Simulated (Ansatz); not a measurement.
Three-fold rotor about C1–C2 in iodoethane (SMILES CCI); single points on GFN2-xTB geometries with the dihedral held.
Staggered geometry (60°) (charge 0, multiplicity 1):
```
atom    x (Å)    y (Å)    z (Å)
----  -------  -------  -------
C     -0.7865   0.2304   0.0283
C      0.5689  -0.4336  -0.0426
I      0.4842  -2.5096   0.5701
H     -1.1819   0.2068   1.0417
H     -1.4988  -0.2618  -0.6308
H     -0.6929   1.2710  -0.2812
H      0.9612  -0.4385  -1.0562
H      1.2846   0.0428   0.6224
```

Cores are frozen in the correlated methods. Filled d and f shells under p-block atoms count as core. CBS: X⁻³ extrapolation of the correlation energy, Hartree–Fock from the larger set. MP2 and its Hartree–Fock in def2-QZVPP are density fitted.

Run with Ansatz (a first-principles code) with Gaussian orbitals. Each number belongs to the level named beside it. In def2 rows elements past Kr take small-core potentials, without spin–orbit coupling.

Energies above the staggered point (kcal/mol):

| dihedral (°) | PBE/def2-TZVPP | MP2/CBS(def2-TZVPP, def2-QZVPP) + ΔCCSD(T)/def2-TZVPP |
|---|---|---|
| 0 | 3.279 | 3.545 |
| 20 | 2.409 | 2.579 |
| 40 | 0.788 | 0.826 |
| 60 | 0.000 | 0.000 |
| 80 | 0.703 | 0.762 |
| 100 | 2.339 | 2.516 |
| 120 | 3.279 | 3.546 |

Moments of inertia of the two ends about the bond: 3.145 and 514.814 u Å².

Question: Fit V = V₃/2 (1 − cos 3φ) + V₆/2 (1 − cos 6φ), φ counted from the staggered point, and estimate the harmonic torsional frequency.

Answer: 
V₃ is the energy at φ = 60°; at φ = 20° (mean of both sides) V = 0.25 V₃ + 0.75 V₆. The reduced moment I₁I₂/(I₁ + I₂) = 3.126 u Å² gives F = 16.8576/I = 5.394 cm⁻¹ (a rough rule where the frame isn't a symmetric top). Near the minimum V = kφ²/2 with k = (9V₃ + 36V₆)/2, and ω = √(2Fk), with 1 kcal/mol = 349.755 cm⁻¹.
- PBE/def2-TZVPP: V₃ = 3.28, V₆ = -0.099 kcal/mol, k = 4537 cm⁻¹/rad², ω = 221 cm⁻¹
- MP2/CBS(def2-TZVPP, def2-QZVPP) + ΔCCSD(T)/def2-TZVPP: V₃ = 3.55, V₆ = -0.123 kcal/mol, k = 4806 cm⁻¹/rad², ω = 228 cm⁻¹
